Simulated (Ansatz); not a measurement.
```yaml
atoms:
  - { symbol: C, position_ang: [0.0000, 0.0000, -0.5646] }
  - { symbol: O, position_ang: [0.0000, 0.0000, 0.7271] }
  - { symbol: H, position_ang: [0.0000, -1.0200, -1.2147] }
  - { symbol: H, position_ang: [0.0000, 1.0200, -1.2147] }
```

Basis set: 6-31G* (spherical functions). Correlated methods keep 2 orbitals frozen. Charge 0, multiplicity 1.

Computed with Ansatz (development build ahead of 0.2.0); each method stands on the lowest determinant of its kind that the runs found. Restricted open shells among the atoms or ions are ROHF, correlated in semicanonical orbitals with singles.

The atomization energy at this shape (free ground-state atoms in the same class of orbitals less the molecule, no zero-point energy) of singlet CH₂O:

```
 method  atomization energy
RHF-MP2            14.67 eV
```

(1) What does RHF give?

Results:

(1) 10.29 eV. Caution: the shape is not the minimum.
